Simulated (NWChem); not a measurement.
Molecule: GaF, singlet; SMILES [F][Ga]

```xyz
2

Ga     0.0000     0.0000    -0.3983
F      0.0000     0.0000     1.3878
```
Atoms are numbered in this order, from 1.

All runs: NWChem. Low-valent species are run as closed-shell singlets; no triplet was tried in these runs. All runs use the structure optimised with B3LYP/6-31G* (spherical d). Ions are spin-unrestricted doublets at the neutral geometry; other ion states weren't tried.

Problem. Order these by “−ε(HOMO) (eV)”, lowest first: PBE/3-21G; PBE/def2-TZVPP; PBE/aug-pcseg-1.

Solution. PBE/3-21G (6.04), PBE/def2-TZVPP (6.72), PBE/aug-pcseg-1 (6.83)
